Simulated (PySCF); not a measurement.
**Structure revision by computed shifts**

A compound C₃H₁₅N₃Si₃ gives the data below (simulated from a calculation) and was assigned the structure `N[Si]1(N)CC[C@@H]1N([SiH3])[SiH3]`.

¹³C{¹H} NMR (computed): δ 49.4 (CH2), 30.7 (CH2), 13.3 (CH3).

¹H NMR (400 MHz, computed): δ 5.50 (s, 2H), 5.40 (s, 4H), 2.78 (t, 2H), 1.64 (m, 2H), 0.93 (t, 3H), -0.58 (br s, 2H).

PySCF calculation with coordinates at the GFN2-xTB level and shieldings: GIAO PBE0/pcSseg-1; no solvent, non-relativistic Hamiltonian, one conformer, equivalent nuclei averaged.

Shifts are taken against calculated references (same method and geometry level): ¹H and ¹³C against TMS.

Problem. Compare with the shifts computed for the proposed structure, pairing carbons in order of shift.

Solution. Atom-mapped SMILES (the numbers label the heavy atoms): `[NH2:1][Si:2]1([NH2:3])[CH2:4][CH2:5][C@@H:6]1[N:7]([SiH3:8])[SiH3:9]` (H(Xn): hydrogen on atom n).

```csv
atom,computed for proposal,given list,difference
C6,64.7,49.4,+15.3
C5,26.0,30.7,-4.7
C4,19.5,13.3,+6.2
```

The rms difference is 9.9 ppm and the largest +15.3 ppm at C6 (sp3 CH bonded to N and Si). The carbon types in order of shift don't match either: CH, CH2, CH2 for the proposal against CH2, CH2, CH3 in the data. The proposal doesn't fit.

Problem. Which isomer fits?

Solution. SMILES [SiH2]1N[SiH2]N(CCC)[SiH2]N1.

Carbon types of the structure: 2 × CH2, 1 × CH3, leaving 8 H on heteroatoms. δC 49.4: sp3 CH2 bonded to N; the inductive effect lowers its shielding. δC 13.3: methyl carbon; saturated and bonded to C and H only. δH 2.78: hydrogen on an sp3 CH2 bonded to N; its carbon carries N, an electronegative neighbour. δH 0.93: hydrogen on a methyl carbon; far from electronegative atoms and π systems.

The shifts were computed for this structure.

OH and NH positions are those of a molecule without intermolecular hydrogen bonds; in solution they move with solvent, concentration and temperature, and exchange usually removes their couplings. Shifts are as computed. Against solution values, carbons near 30 ppm lie about +3 ppm off and those near 130 ppm about +5 ppm. Of 1211 compounds with measured shifts, 218 miss one by over three times the rms of a fit or turn the order of signals round; such compounds aren't used in these exercises. Multiplicities follow the n + 1 count of equivalent neighbours, as no J values were calculated; m marks all less simple cases, F and P coupling included.
